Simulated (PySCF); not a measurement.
# A small calculation by hand: dipole moment from atomic charges

Ge(OH)(SiH3) (GeH4OSi), SMILES [OH][Ge][SiH3] (connectivity only; charge and spin as stated), neutral, multiplicity 1. Atoms are numbered in the order given.

```xyz
7

Ge    -0.0535    -0.5703     0.5725
O      1.3918    -1.0161    -0.4033
H      1.6287    -0.4150    -1.1247
Si    -0.6276     1.4995    -0.7661
H     -0.9626     2.6941     0.0729
H     -1.8144     1.2291    -1.6431
H      0.5107     1.8781    -1.6722
```
Charge 0, spin multiplicity 1.

Coordinates come from a B3LYP-D3(BJ)/def2-SVP optimisation. The values are those of a single conformer.

Charges (e) from HF/def2-TZVPD (PySCF):

```csv
atom,ESP fit,IAO
Ge1,0.113,0.558
O2,-0.525,-0.815
H3,0.349,0.358
Si4,0.562,0.376
H5,-0.170,-0.154
H6,-0.162,-0.155
H7,-0.167,-0.168
```

The dipole moment of the full density is 1.05 D.

### Question
What dipole moment does each set of point charges give, and which comes closer to that of the density?

### Answer

μ = Σ q r, and 1 e Å = 4.8032 D.
ESP fit: Σ q r = (-0.149, 0.196, -0.014) e Å, |μ| = 1.18 D.
IAO: Σ q r = (-0.473, 0.004, 0.482) e Å, |μ| = 3.24 D.
ESP fit comes closer in size. Point charges leave out the atoms' own dipoles (lone pairs, polarised bonds); fits to the potential absorb them, partitions of the density don't.
